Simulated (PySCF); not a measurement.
An unknown is described by computed data only.

Formula: C7H5N.

* Dipole: 3.96 D [B3LYP/def2-SVPD]
* Polarisability: 97.5 au [B3LYP/def2-SVPD]
* Rotational structure: rotational constants A, B, C: 3.699, 1.403, 1.017 GHz [GFN2-xTB]
* NMR, other nuclei: isotropic shieldings of nuclei other than C and H, by class: -62 (1 N) ppm [GIAO PBE0/pcSseg-1]
* 13C NMR: chemical shifts (computed TMS as zero) by class: 138.6 (1 C), 133.9 (1 C), 132.4 (1 C), 129.3 (1 C), 121.9 (1 C), 108.6 (1 C), 83.5 (1 C) ppm [GIAO PBE0/pcSseg-1]
* Triplet: lowest triplet excitation (Tamm–Dancoff): 2.43 eV [TDA B3LYP/def2-SVPD]
* 1H NMR: chemical shifts (computed TMS as zero) by class: 7.30 (1 H), 6.38 (1 H), 6.31 (1 H), 6.07 (1 H), 3.90 (1 H) ppm [GIAO PBE0/pcSseg-1]

Gas-phase values; electronic properties from PySCF, density fitting. Levels stand in brackets. One conformer (not necessarily the lowest) at the GFN2-xTB geometry, without solvent, vibrations or thermal averaging. Each NMR value is the plain mean over a class of atoms that symmetry, rotation or inversion makes alike.

**Question.** Propose a structure and show how it fits.

**Answer.** Numbering: `[CH:1]#[C:2]/[CH:3]=[C:4](/[C:5]#[N:6])[CH:7]=[CH2:8]`. Its formula, C7H5N, gives 6 degrees of unsaturation: 0 rings and 6 π bonds in the structure found. 7 carbons fall into 7 classes; from least to most shielded: alkene CH carbon [C7] (138.6 ppm), fully substituted alkene carbon [C4] (133.9 ppm), terminal =CH2 carbon [C8] (132.4 ppm), alkene CH carbon [C3] (129.3 ppm), nitrile carbon [C5] (121.9 ppm), terminal alkyne carbon [C1] (108.6 ppm), alkyne carbon [C2] (83.5 ppm). Hydrogen classes from least to most shielded: 1 H on an alkene CH carbon, C7 (7.30 ppm), 1 H on a terminal =CH2 carbon, C8 (6.38 ppm), 1 H on an alkene CH carbon, C3 (6.31 ppm), 1 H on a terminal =CH2 carbon, C8 (6.07 ppm), 1 H on a terminal alkyne carbon, C1 (3.90 ppm). The other shieldings belong to: -62 ppm, nitrile nitrogen [N6]. The optimised geometry has point group Cs and is an asymmetric top. Structure: `C#C/C=C(/C#N)C=C`. Computed isomers that give other values at the same levels: `N#Cc1ccccc1` (13C chemical shifts (computed TMS as zero) by class: 140.0 (2 C), 137.7 (1 C), 134.5 (2 C), 124.5 (1 C), 117.8 (1 C) ppm); `[C-]#[N+]c1ccccc1` (rotational constant A: 5.731 GHz; this holds for the one conformer computed); `C#Cc1cccnc1` (13C chemical shifts (computed TMS as zero) by class: 160.6 (1 C), 154.8 (1 C), 146.8 (1 C), 127.6 (1 C), 122.9 (1 C), 91.3 (1 C), 86.4 (1 C) ppm). The assignments are read from this structure; whether some other isomer fits the data as well wasn't checked.

The values belong to the conformer `[CH:1]#[C:2]/[CH:3]=[C:4](/[C:5]#[N:6])[CH:7]=[CH2:8]`: C3–C4–C7–C8 180°.
